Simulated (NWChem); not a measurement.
The numbers come from NWChem runs, not from measurements. System: C₃H₅O, charge 0, spin multiplicity 2, displaced from the optimised geometry. The structure started from a generated list of species. Its SCF solution wasn't tested for a lower state. Level: UB3LYP/def2-SVP, VWN1-RPA local correlation.

Job file:

```
start mol
memory heap 200 mb stack 900 mb global 1100 mb
geometry units angstroms nocenter noautoz
  C      0.963671    -1.164829     0.000000
  C      0.106751    -0.107820     0.000000
  C     -1.420414    -0.237795     0.000000
  O      0.499405     1.245071     0.000000
  H      2.053825    -1.406644     0.000000
  H     -1.737359    -1.318891     0.000000
  H     -1.853473     0.276034     0.911455
  H     -1.853473     0.276034    -0.911455
  H      1.495189     1.275567     0.000000
  symmetry group Cs
end
basis spherical
  * library def2-svp
end
dft
  xc b3lyp
  odft
  mult 2
  semidirect memsize 60000000 filesize 0
  iterations 100
  vectors input hcore
end
task dft gradient
```

NWChem printed:

```
             Northwest Computational Chemistry Package (NWChem) 7.3.0
             --------------------------------------------------------

                                NWChem Input Module
                                -------------------

 Scaling coordinates for geometry "geometry" by  1.889725989
 (inverse scale =  0.529177249)

 Turning off AUTOSYM since
 SYMMETRY directive was detected!

                             Geometry "geometry" -> ""
                             -------------------------

 Output coordinates in angstroms (scale by  1.889725989 to convert to a.u.)

  No.       Tag          Charge          X              Y              Z
 ---- ---------------- ---------- -------------- -------------- --------------
    1 C                    6.0000     0.96367100    -1.16482900     0.00000000
    2 C                    6.0000     0.10675100    -0.10782000     0.00000000
    3 C                    6.0000    -1.42041400    -0.23779500     0.00000000
    4 O                    8.0000     0.49940500     1.24507100     0.00000000
    5 H                    1.0000     2.05382500    -1.40664400     0.00000000
    6 H                    1.0000    -1.73735900    -1.31889100     0.00000000
    7 H                    1.0000    -1.85347300     0.27603400     0.91145500
    8 H                    1.0000    -1.85347300     0.27603400    -0.91145500
    9 H                    1.0000     1.49518900     1.27556700     0.00000000

 Effective nuclear repulsion energy (a.u.)     109.3770626090

            Nuclear Dipole moment (a.u.)
            ----------------------------
        X                 Y               Z
 ---------------- ---------------- ----------------
    -0.0000056692     0.0000075589     0.0000000000

      Symmetry information
      --------------------

 Group name             Cs
 Group number              2
 Group order               2
 No. of unique centers     8

      Symmetry unique atoms

     1    2    3    4    5    6    7    9


 Summary of "ao basis" -> "" (spherical)
 ------------------------------------------------------------------------------
       Tag                 Description            Shells   Functions and Types
 ---------------- ------------------------------  ------  ---------------------
 *                          def2-svp                  on all atoms

                                 NWChem DFT Module
                                 -----------------

 Summary of "ao basis" -> "ao basis" (spherical)
 ------------------------------------------------------------------------------
       Tag                 Description            Shells   Functions and Types
 ---------------- ------------------------------  ------  ---------------------
 C                          def2-svp                 6       14   3s2p1d
 O                          def2-svp                 6       14   3s2p1d
 H                          def2-svp                 3        5   2s1p

 Summary of "ao basis" -> "ao basis" (spherical)
 ------------------------------------------------------------------------------
       Tag                 Description            Shells   Functions and Types
 ---------------- ------------------------------  ------  ---------------------
 C                          def2-svp                 6       14   3s2p1d
 O                          def2-svp                 6       14   3s2p1d
 H                          def2-svp                 3        5   2s1p

      Symmetry analysis of basis
      --------------------------

        a'         57
        a"         24

            General Information
            -------------------
          SCF calculation type: DFT
          Wavefunction type:  spin polarized.
          No. of atoms     :     9
          No. of electrons :    31
           Alpha electrons :    16
            Beta electrons :    15
          Charge           :     0
          Spin multiplicity:     2
          Use of symmetry is: on ; symmetry adaption is: on
          Maximum number of iterations: 100
          AO basis - number of functions:    81
                     number of shells:    39
          Convergence on energy requested:  1.00D-06
          Convergence on density requested:  1.00D-05
          Convergence on gradient requested:  5.00D-04

              XC Information
              --------------
                         B3LYP Method XC Potential
                     Hartree-Fock (Exact) Exchange  0.200
                        Slater Exchange Functional  0.800 local
                    Becke 1988 Exchange Functional  0.720 non-local
              Lee-Yang-Parr Correlation Functional  0.810
                  VWN I RPA Correlation Functional  0.190 local

             Grid Information
             ----------------
          Grid used for XC integration:  medium
          Radial quadrature: Mura-Knowles
          Angular quadrature: Lebedev.
          Tag              B.-S. Rad. Rad. Pts. Rad. Cut. Ang. Pts.
          ---              ---------- --------- --------- ---------
          C                   0.70       49          10.0       434
          O                   0.60       49          10.0       434
          H                   0.35       45          11.0       434
          Grid pruning is: on
          Number of quadrature shells:   376
          Spatial weights used:  Erf1

          Convergence Information
          -----------------------
          Convergence aids based upon iterative change in
          total energy or number of iterations.
          Levelshifting, if invoked, occurs when the
          HOMO/LUMO gap drops below (HL_TOL):  1.00D-02
[...]
 Vector   15  Occ=1.000000D+00  E=-2.259433D-01  Symmetry=a"
              MO Center=  5.3D-01, -3.1D-01,  3.0D-16, r^2= 2.2D+00
   Bfn.  Coefficient  Atom+Function         Bfn.  Coefficient  Atom+Function
  ----- ------------  ---------------      ----- ------------  ---------------
     6      0.403896  1 C  pz                20      0.340143  2 C  pz
    48     -0.334699  4 O  pz                 9      0.305797  1 C  pz
    51     -0.277627  4 O  pz                23      0.194897  2 C  pz
    68     -0.105956  7 H  s                 73      0.105956  8 H  s
    67     -0.091115  7 H  s                 72      0.091115  8 H  s

 Vector   16  Occ=0.000000D+00  E=-8.439219D-02  Symmetry=a'
              MO Center=  7.9D-01, -1.1D+00, -1.0D-15, r^2= 2.0D+00
   Bfn.  Coefficient  Atom+Function         Bfn.  Coefficient  Atom+Function
  ----- ------------  ---------------      ----- ------------  ---------------
     8      0.488357  1 C  py                 5      0.401682  1 C  py
     4      0.243772  1 C  px                31      0.212117  3 C  s
    45     -0.190201  4 O  s                 58      0.189659  5 H  s
    47      0.185673  4 O  py                 3     -0.182667  1 C  s
    22      0.181036  2 C  py                50      0.160175  4 O  py

 Vector   17  Occ=0.000000D+00  E= 2.944353D-02  Symmetry=a"
              MO Center=  3.4D-01, -5.3D-01,  1.3D-15, r^2= 2.7D+00
   Bfn.  Coefficient  Atom+Function         Bfn.  Coefficient  Atom+Function
  ----- ------------  ---------------      ----- ------------  ---------------
     9      0.600341  1 C  pz                23     -0.556186  2 C  pz
    20     -0.484334  2 C  pz                 6      0.402172  1 C  pz
    68      0.367301  7 H  s                 73     -0.367301  8 H  s
    51      0.198922  4 O  pz                37     -0.180768  3 C  pz
    48      0.173790  4 O  pz                67      0.121504  7 H  s

 Vector   18  Occ=0.000000D+00  E= 4.926770D-02  Symmetry=a'
              MO Center=  9.7D-01,  8.1D-01, -1.3D-15, r^2= 5.2D+00
   Bfn.  Coefficient  Atom+Function         Bfn.  Coefficient  Atom+Function
  ----- ------------  ---------------      ----- ------------  ---------------
    31      1.292304  3 C  s                 78     -1.175241  9 H  s
    45      0.677541  4 O  s                 63     -0.635004  6 H  s
    68     -0.415976  7 H  s                 73     -0.415976  8 H  s
    21      0.365118  2 C  px                 3     -0.330044  1 C  s
    49      0.320651  4 O  px                46      0.235699  4 O  px

   alpha - beta orbital overlaps
   -----------------------------

   alpha      1      2      3      4      5      6      7      8      9     10
    beta      1      2      4      3      5      6      7      8      9     11
 overlap   1.000  1.000  1.000  1.000  1.000  0.990  0.986  0.993  0.995  0.988

   alpha     11     12     13     14     15     16     17     18     19     20
    beta     10     12     13     14     16     15     17     18     19     20
 overlap   1.000  0.999  0.997  1.000  0.979  0.995  0.995  0.994  0.965  0.967

   alpha     21     22     23     24     25     26     27     28     29     30
    beta     21     22     23     24     25     26     27     28     29     29
 overlap   0.998  1.000  0.999  0.998  0.998  0.980  0.998  0.972  0.710  0.693

   alpha     31     32     33     34     35     36     37     38     39     40
    beta     31     32     34     33     35     36     38     37     39     40
 overlap   0.986  0.746  0.725  0.988  0.975  0.976  0.981  0.999  0.985  0.998

   alpha     41     42     43     44     45     46     47     48     49     50
    beta     41     42     43     44     45     46     47     48     49     51
 overlap   0.957  0.957  1.000  1.000  1.000  1.000  0.998  0.999  0.992  0.952

   alpha     51     52     53     54     55     56     57     58     59     60
    beta     50     52     53     54     55     56     57     58     59     60
 overlap   0.992  0.980  0.957  0.988  0.993  0.999  0.998  0.996  0.997  0.987

   alpha     61     62     63     64     65     66     67     68     69     70
    beta     61     62     63     64     65     66     67     68     69     70
 overlap   0.992  0.980  0.997  0.996  0.993  0.998  0.991  0.999  0.995  0.994

   alpha     71     72     73     74     75     76     77     78     79     80
    beta     71     72     73     74     75     76     77     78     79     80
 overlap   1.000  0.995  0.995  1.000  0.998  1.000  1.000  0.999  1.000  1.000

   alpha     81
    beta     81
 overlap   1.000

     --------------------------
     Expectation value of S2:
     --------------------------
      <S2> =      0.7622 (Exact =     0.7500)

 center of mass
 --------------
 x =   0.06222144 y =   0.02930788 z =   0.00000000

 moments of inertia (a.u.)
 ------------------
         175.327473461172          -2.321083046219           0.000000000000
          -2.321083046219         205.565812912234           0.000000000000
           0.000000000000           0.000000000000         368.933780030121

     Multipole analysis of the density
     ---------------------------------

     L   x y z        total         alpha         beta         nuclear
     -   - - -        -----         -----         ----         -------
     0   0 0 0     -0.000000    -16.000000    -15.000000     31.000000

     1   1 0 0      0.342957     -0.655377      0.998339     -0.000006
     1   0 1 0      0.066298      1.318512     -1.252222      0.000008
     1   0 0 1     -0.000000     -0.000000     -0.000000      0.000000

     2   2 0 0    -14.044155    -73.391104    -69.511234    128.858184
     2   1 1 0      1.223182      1.623969     -2.126282      1.725495
     2   1 0 1     -0.000000     -0.000000      0.000000      0.000000
     2   0 2 0    -19.879789    -61.588587    -52.742944     94.451741
     2   0 1 1     -0.000000      0.000000     -0.000000      0.000000
     2   0 0 2    -19.447740    -13.054833    -12.326231      5.933325

            General Information
            -------------------
          SCF calculation type: DFT
          Wavefunction type:  spin polarized.
          No. of atoms     :     9
          No. of electrons :    31
           Alpha electrons :    16
            Beta electrons :    15
          Charge           :     0
          Spin multiplicity:     2
          Use of symmetry is: on ; symmetry adaption is: on
          Maximum number of iterations: 100
          AO basis - number of functions:    81
                     number of shells:    39
          Convergence on energy requested:  1.00D-06
          Convergence on density requested:  1.00D-05
          Convergence on gradient requested:  5.00D-04

              XC Information
              --------------
                         B3LYP Method XC Potential
                     Hartree-Fock (Exact) Exchange  0.200
                        Slater Exchange Functional  0.800 local
                    Becke 1988 Exchange Functional  0.720 non-local
              Lee-Yang-Parr Correlation Functional  0.810
                  VWN I RPA Correlation Functional  0.190 local

             Grid Information
             ----------------
          Grid used for XC integration:  medium
          Radial quadrature: Mura-Knowles
          Angular quadrature: Lebedev.
          Tag              B.-S. Rad. Rad. Pts. Rad. Cut. Ang. Pts.
          ---              ---------- --------- --------- ---------
          C                   0.70       49          10.0       434
          O                   0.60       49          10.0       434
          H                   0.35       45          11.0       434
          Grid pruning is: on
          Number of quadrature shells:   376
          Spatial weights used:  Erf1

          Convergence Information
          -----------------------
          Convergence aids based upon iterative change in
          total energy or number of iterations.
          Levelshifting, if invoked, occurs when the
          HOMO/LUMO gap drops below (HL_TOL):  1.00D-02
          DIIS, if invoked, will attempt to extrapolate
          using up to (NFOCK): 10 stored Fock matrices.

                    Damping( 0%)  Levelshifting(0.5)       DIIS
                  --------------- ------------------- ---------------
          dE  on:    start            ASAP                start
          dE off:    2 iters        100 iters           100 iters

      Screening Tolerance Information
      -------------------------------
          Density screening/tol_rho:  1.00D-10
          AO Gaussian exp screening on grid/accAOfunc:  14
          CD Gaussian exp screening on grid/accCDfunc:  20
          XC Gaussian exp screening on grid/accXCfunc:  20
          Schwarz screening/accCoul:  1.00D-08

                            NWChem DFT Gradient Module
                            --------------------------

  charge          =   0.00
  wavefunction    = open shell

  Using symmetry

                         DFT ENERGY GRADIENTS

    atom               coordinates                        gradient
                 x          y          z           x          y          z
   1 C       1.821074  -2.201208   0.000000    0.008866  -0.026829   0.000000
   2 C       0.201730  -0.203750   0.000000   -0.014176   0.010326   0.000000
   3 C      -2.684193  -0.449367   0.000000    0.000200  -0.001432   0.000000
   4 O       0.943739   2.352843   0.000000   -0.017742   0.023432   0.000000
   5 H       3.881166  -2.658172   0.000000    0.018092  -0.005552   0.000000
   6 H      -3.283132  -2.492343   0.000000   -0.005714  -0.016972   0.000000
   7 H      -3.502556   0.521629   1.722400   -0.007265   0.007988   0.014139
   8 H      -3.502556   0.521629  -1.722400   -0.007265   0.007988  -0.014139
   9 H       2.825498   2.410472   0.000000    0.025002   0.001051   0.000000

                 ----------------------------------------
                 |  Time  |  1-e(secs)   |  2-e(secs)   |
                 ----------------------------------------
                 |  CPU   |       0.00   |       0.72   |
                 ----------------------------------------
                 |  WALL  |       0.00   |       0.72   |
                 ----------------------------------------

 Task  times  cpu:        4.6s     wall:        4.6s

 Total times  cpu:        4.6s     wall:        4.6s
```
